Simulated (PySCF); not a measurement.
Species: fac-MoCl3(NH3)3 (quartet state).
Bonds: Mo1–Cl2, Mo1–N3, Mo1–Cl7, Mo1–N8, Mo1–Cl12, Mo1–N13. Hydrogens: H4, H5, H6 on N3; H9, H10, H11 on N8; H14, H15, H16 on N13.

A GFN2-xTB structure was refined with PBE0-D3(BJ)/def2-SVP geometry optimisation, gas phase, def2 core potentials past Kr in PySCF. Its GFN2-xTB values:

```json
{"coordinate": "Mo1–Cl2", "GFN2-xTB": "2.375 Å"}
{"coordinate": "Mo1–N3", "GFN2-xTB": "2.359 Å"}
{"coordinate": "N3–H4", "GFN2-xTB": "1.013 Å"}
{"coordinate": "Cl2–Mo1–N3", "GFN2-xTB": "173.2°"}
{"coordinate": "Cl2–Mo1–Cl7", "GFN2-xTB": "104.1°"}
{"coordinate": "Cl2–Mo1–N8", "GFN2-xTB": "78.8°"}
{"coordinate": "N3–Mo1–N8", "GFN2-xTB": "94.5°"}
```

How do these coordinates change at the PBE0-D3(BJ)/def2-SVP level?

```tsv
coordinate	PBE0-D3(BJ)/def2-SVP (Å or °)	change
Mo1–N3	2.249	-0.110
Mo1–Cl2	2.410	+0.035
N3–H4	1.024	+0.011
Cl2–Mo1–N3	176.9	+3.7
Cl2–Mo1–Cl7	100.4	-3.7
Cl2–Mo1–N8	81.6	+2.8
N3–Mo1–N8	96.3	+1.8
```

The energy falls by 0.636 eV over 9 energy and gradient evaluations, the largest force component goes from 0.0665 to 2.9e-04 Eh/bohr, and the atoms move by 0.109 Å rms after alignment. The bond that changes most is Mo1–N3 (ends: molybdenum bonded to 3 Cl and 3 N; nitrogen bonded to Mo and 3 H), which shortens by 0.110 Å. Bonds longer at the end by more than 0.005 Å: 7 of 15; shorter: 8. Among the dihedrals that turn most is Cl12–Mo1–N3–H4, from 5° to -7°. Rotational constants go from 947.8, 939.9, 715.9 to 946.5, 945.6, 733.8 MHz.

The run used 172 basis functions and 63 SCF cycles in all. Time: 8.3 min wall; peak memory 0.96 GiB. Hardware: Arm Neoverse V1, one thread, no GPU, shared host.

Not checked by PBE0-D3(BJ)/def2-SVP frequencies. ⟨S²⟩ = 3.764 (exact for a quartet: 3.75).
